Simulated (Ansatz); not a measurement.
The same path of Cl3F2Ta + H2 (8 atoms, charge 0, multiplicity 1) was run twice with different band settings. Lost on the way: H7–H8. Made: Ta1–H7, F2–H8.

The calculation used RKS PBE/def2-SVP in Ansatz 0.2.0.

Relaxed end points:

```xyz
8
Properties=species:S:1:pos:R:3
Ta -0.242 -0.357 0.022
F 1.612 -0.296 0.285
Cl -0.454 -0.925 2.286
Cl 0.165 -0.125 -2.275
Cl -1.394 1.612 0.211
F -1.273 -1.867 -0.382
H 1.752 2.923 0.925
H 2.254 2.343 0.884
```

```xyz
8
Properties=species:S:1:pos:R:3
Ta -0.256 0.359 0.156
F 2.064 -0.297 0.366
Cl -0.282 0.223 2.483
Cl 0.349 1.023 -1.995
Cl -2.379 1.207 0.008
F -0.182 -1.489 -0.164
H 0.966 1.629 0.555
H 2.139 0.652 0.546
```

Common settings: spring 5.0 eV/Å²; optimiser quadratic models (default); start path through a guess of the saddle point; force threshold 0.05 eV/Å; iteration limit 60; end points relaxed.

| run | movable images | climbing image |
| --- | --- | --- |
| 1 | 5 | yes |
| 2 | 2 | no |

(1) What does each run give, and how far can it be trusted?

Results:

(1) Run 1: converged after 13 iterations, highest image 1.323 eV above the first end. A vibrational analysis at the climbing image gives one clearly imaginary mode, 420i cm⁻¹: a first-order saddle point.
Run 2: converged after 12 iterations, highest image 1.270 eV above the first end. The highest image is an end point: on this band no image between the ends rises above it. So few images can step over the top or miss a turn of the path.
The orbitals stay closed-shell, which can raise the energy where a bond breaks towards radicals; this wasn't checked here.
